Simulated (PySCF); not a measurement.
**Dipole response of Ru²⁺ (ruthenium, charge +2)**

[Kr] 4d6, high-spin 5D determinant. Calculation: PySCF 2.14, in aug-cc-pVTZ-DK (9s8p6d3f2g, 102 functions); the spin-free X2C one-electron Hamiltonian (Gaussian nucleus). Coupled (time-dependent) response in atomic units; α is the mean over directions.

```csv
method,mean α (bohr³),"α xx, yy, zz",C₆ (like pair),S(−4)
UHF,7.492,"7.763, 7.763, 6.950",39.86,15.20
PBE,8.533,"8.848, 8.848, 7.903",46.01,22.81
```

S(−4) is the Cauchy moment in α(ω) = α(0) + S(−4) ω² + …

Spin-orbit coupling is absent.

α(iu) at UHF:

```csv
u (hartree),α(iu) (bohr³)
0,7.492
0.0500,7.455
0.100,7.346
0.200,6.963
0.300,6.460
0.500,5.425
0.750,4.352
1.00,3.536
1.50,2.431
2.00,1.750
3.00,1.008
5.00,0.4455
```

A single London oscillator, α(iu) = α/(1 + u²/ω²), gives C₆ = (3/4) ω α². Matching the computed C₆ needs ω = 4 × 39.86 / (3 × 7.492²) = 0.947 hartree.

For an ion, C₆ is the dispersion term alone; charge-induced terms of lower order in 1/R come first.

The components differ because the open shell of this determinant is not spherical; for a pure term their mean is the scalar polarisability.
